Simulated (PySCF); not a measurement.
ClH2NOSW, SMILES [NH]=[W](=[O])([SH])[Cl], multiplicity 1.

Geometry: B3LYP-D3(BJ)/def2-SVP. The spin state was assumed, not searched. The structure was generated by enumeration; whether it is a known compound was not checked. The def2 effective core potentials stand for the cores of W; spin–orbit coupling is left out. The values are those of a single conformer.

Method: TDA-B3LYP/def2-SVPD (PySCF).

Vertical excitations. Isolated molecule, no solvent.

Computed excitation energies, oscillator strengths and character:
```
state  energy (eV)  λ (nm)      f                                                                  main pairs
-----  -----------  ------  -----  --------------------------------------------------------------------------
S1            4.27     291  0.051                                            HOMO→LUMO 67 %, HOMO−1→LUMO 14 %
S2            4.34     286  0.014                                            HOMO−1→LUMO 69 %, HOMO→LUMO 14 %
S3            4.48     277  0.001                                        HOMO→LUMO+1 68 %, HOMO−1→LUMO+1 24 %
S4            4.78     259  0.005                                        HOMO−1→LUMO+1 61 %, HOMO→LUMO+1 15 %
S5            5.05     246  0.013                                          HOMO−2→LUMO 64 %, HOMO−3→LUMO 22 %
S6            5.12     242  0.002                                          HOMO→LUMO+2 60 %, HOMO−3→LUMO 18 %
S7            5.28     235  0.008     HOMO−4→LUMO 26 %, HOMO−3→LUMO 26 %, HOMO−1→LUMO+2 24 %, HOMO→LUMO+2 7 %
S8            5.40     229  0.003  HOMO−1→LUMO+2 49 %, HOMO−2→LUMO+1 16 %, HOMO−4→LUMO 13 %, HOMO→LUMO+2 11 %
S9            5.46     227  0.051        HOMO−4→LUMO 38 %, HOMO−3→LUMO 23 %, HOMO−2→LUMO 7 %, HOMO→LUMO+2 6 %
S10           5.55     223  0.005                                                            HOMO→LUMO+3 91 %
T1            3.53     352      0                                                              HOMO→LUMO 98 %
T2            3.89     319      0                                                            HOMO−1→LUMO 83 %
T3            4.09     303      0                                                            HOMO→LUMO+1 68 %
T4            4.23     293      0                                                          HOMO−1→LUMO+1 80 %
```
Triplets are in the Tamm–Dancoff approximation.
